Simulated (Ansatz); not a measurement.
Ansatz (an electronic-structure program) input:
A basis named .json is the Basis Set Exchange file of that set.

Ansatz 0.2 input:
```yaml
crystal:
  periodic: [false, false, false]
  atoms:
    - {symbol: Si, position_ang: [-0.09109274, 0.06747528, 0.30619746]}
    - {symbol: O, position_ang: [-0.65713303, 1.40246268, -0.26662898]}
    - {symbol: O, position_ang: [-0.80143208, -1.32154977, -0.36840921]}
    - {symbol: O, position_ang: [1.58250447, -0.12004546, 0.07603431]}
    - {symbol: H, position_ang: [-0.22093541, -0.21836964, 1.77540688]}
    - {symbol: H, position_ang: [-1.35467333, -1.01655661, -1.09467344]}
    - {symbol: H, position_ang: [1.85939218, 0.60333280, -0.49546681]}
basis:
  gaussian:
    orbitals: cc-pV_D+d_Z.json
total_charge: -1
magnetization: {spin_polarized: false}
correlation: {method: ccsd_t, electrons: outside_noble_gas}
```

Q: Which total energy does the run end on?

A: -516.12085 Eh (CCSD(T)/cc-pV(D+d)Z). The basis has 80 functions.

It need not be the lowest isomer of its formula. Whether it binds its extra electron was not tested at this geometry.
